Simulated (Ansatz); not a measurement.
Geometry optimisation, RKS PBE-D4/def2-SVP in Ansatz 0.2.0.

Input file:

```yaml
crystal:
  periodic: [false, false, false]
  atoms:
    - { symbol: Si, position_ang: [-0.523014, -0.636108, -0.237624] }
    - { symbol: H, position_ang: [0.74356, -1.32108, -0.021254] }
    - { symbol: H, position_ang: [-1.339561, -1.571509, -1.108752] }
    - { symbol: H, position_ang: [-1.252597, -0.457296, 1.060169] }
    - { symbol: "N", position_ang: [-0.207863, 0.95415, -0.877444] }
    - { symbol: H, position_ang: [1.709277, -0.326313, 1.306396] }
    - { symbol: Br, position_ang: [1.573983, 0.637677, 2.421997] }
    - { symbol: H, position_ang: [-0.928048, 1.666733, -0.745565] }
    - { symbol: H, position_ang: [0.224163, 1.053645, -1.797924] }
basis:
  gaussian: { orbitals: def2-SVP }
hamiltonian:
  xc: pbe
  dispersion: d4
relax:
  f_tol: 0.03
  max_steps: 50
output:
  orbitals: {}
```

Launched with:

```bash
$ ansatz run input.yaml --threads 2 --pin off --max-ram 3072MiB --backend cpu --events-out ev --progress --plain --runs-dir out
```

Task: Where does it end, and by what steps?

Result: The run converged. The force dipped under the threshold on the way, but the program's further checks kept it going. After 16 steps the energy has fallen by 0.514 eV; H6 moved furthest, 1.44 Å.

```csv
step,energy less start (eV),largest force component (eV/Å),accepted
0,0.0000,1.080,yes
1,-0.0742,0.262,yes
2,-0.0843,0.068,yes
3,-0.0880,0.059,yes
4,-0.0903,0.058,yes
5,-0.0905,0.565,yes
6,-0.1118,0.280,yes
7,-0.1535,0.238,yes
8,-0.2116,0.447,yes
9,-0.2935,0.330,yes
10,-0.3849,0.478,yes
11,-0.4264,1.501,yes
12,-0.4946,0.288,yes
13,-0.5094,0.140,yes
14,-0.5122,0.031,yes
15,-0.5136,0.014,yes
16,-0.5141,0.019,yes
```

```xyz
9
Properties=species:S:1:pos:R:3
Si -0.682 -0.894 -0.273
H 0.423 -1.901 -0.178
H -1.567 -1.232 -1.446
H -1.506 -0.838 0.977
N 0.105 0.705 -0.432
H 1.064 0.886 0.878
Br 1.945 0.953 2.126
H -0.526 1.517 -0.420
H 0.744 0.804 -1.232
```

Whether the end is a true minimum wasn't checked by a vibrational analysis.

Run time: 25 s on 2 threads of AMD EPYC 7B13 (Zen 3), on a shared host, peak memory 0.15 GiB.
